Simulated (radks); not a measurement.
Valence configurations of Tm IV (all share [Xe]). Calculated with a radial shooting solver on a logarithmic mesh with Libxc functionals: scalar-relativistic Kohn-Sham, PBE, spin-polarised, spherical densities, finite nucleus; open shells are filled with parallel spins first (spin-orbit coupling, left out, can overturn this in heavy ions); Fermi nuclear charge, rms radius 5.2256 fm. Energies are relative to 4f12; eigenvalues in eV for spin up.

valence               E (eV)  moment (Bohr magnetons)    e(4f)    e(5d)    e(6p)    e(6s)
4f12                   0.000                        2  -36.507        -        -        -
4f11.5 5d0.5           5.417                        3  -40.403  -26.357        -        -
4f11.5 6s0.5           6.258                        3  -41.967        -        -  -25.555
4f11.5 6p0.5           9.353                        3  -42.615        -  -19.733        -
4f11 5d1              11.969                        4  -44.471  -27.513        -        -
4f11 6s1              14.372                        4  -47.729        -        -  -26.970
4f11 6s0.5 6p0.5      17.619                        4  -48.371        -  -20.817  -27.302
4f11 6p1              20.851                        4  -49.011        -  -21.194        -
4f10 5d2              28.819                        6  -53.081  -29.748        -        -
4f10 5d1 6s0.5 6p0.5  35.879                        6  -57.166  -32.462  -21.514  -28.367

NIST lists [Xe] 4f12 as the ground configuration; this level of theory agrees among the configurations tried. The energies are those of spherical high-spin densities, not of single terms.
